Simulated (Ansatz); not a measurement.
`C[SiH](O)O[SiH](O)O` and `O[SiH2]O[SiH](O)O` differ in one atom or group.

Ansatz, PBE0-D4/def2-TZVP geometries, multiplicity 1. Each molecule was computed in one conformer, which needn't be the lowest.

```csv
property,`C[SiH](O)O[SiH](O)O`
LUMO energy (PBE0/def2-TZVPP) / eV,0.64
HOMO energy (ωB97M-V/def2-TZVPP) / eV,-10.48
LUMO energy (PBE/def2-TZVPP) / eV,-0.25
HOMO–LUMO gap (PBE/def2-TZVPP) / eV,6.47
HOMO–LUMO gap (PBE0/def2-TZVPP) / eV,8.81
LUMO energy (ωB97M-V/def2-TZVPP) / eV,2.06
```

Q: What does the change do to each property? (Estimate.)

A: Computed: 
```
                             property  `O[SiH2]O[SiH](O)O`  shift
   LUMO energy (PBE0/def2-TZVPP) / eV                 0.15  -0.49
HOMO energy (ωB97M-V/def2-TZVPP) / eV               -11.10  -0.62
    LUMO energy (PBE/def2-TZVPP) / eV                -0.72  -0.47
  HOMO–LUMO gap (PBE/def2-TZVPP) / eV                 6.61   0.14
 HOMO–LUMO gap (PBE0/def2-TZVPP) / eV                 8.95   0.14
LUMO energy (ωB97M-V/def2-TZVPP) / eV                 1.69  -0.37
```

With PBE0 the HOMO falls by 0.62 eV and the LUMO falls by 0.49 eV, so the gap widens by about 0.13 eV. PBE moves the HOMO by -0.60 eV and ωB97M-V by -0.62 eV.
